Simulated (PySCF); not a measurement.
Sb(Cl)(SiH3)2 (ClH6SbSi2), SMILES [SiH3][Sb]([SiH3])[Cl].

Geometry: B3LYP-D3(BJ)/def2-SVP. The def2 effective core potentials stand for the cores of Sb; spin–orbit coupling is left out.

Two levels are set side by side: PBE/def2-TZVP (PySCF) and PBE0/def2-TZVP (PySCF). Same geometry, gas phase. Differences are taken from unrounded values.

| quantity | PBE0 |
|---|---|
| orbital gap (eV) | 5.06 |
| highest occupied level (eV) | -7.22 |
| lowest empty level (eV) | -2.15 |
| dipole moment (D) | 2.55 |
| mean polarisability (bohr³) | 116.9 |

Q: What does PBE give, and how far is it from PBE0? (Estimate from the structure and the level; the computed values follow.)

A: 
| quantity | PBE | PBE minus PBE0 |
|---|---|---|
| orbital gap (eV) | 3.30 | -1.77 |
| highest occupied level (eV) | -6.22 | 1.00 |
| lowest empty level (eV) | -2.92 | -0.77 |
| dipole moment (D) | 2.36 | -0.19 |
| mean polarisability (bohr³) | 120.1 | 3.2 |

Without exact exchange PBE keeps part of each electron's self-repulsion, which lifts occupied levels and narrows the gap. Differences between two approximate levels are no errors against the true value.

Rough cost on one machine, each run with all the roots and properties that it gave: PBE0 against PBE within a factor of 2.
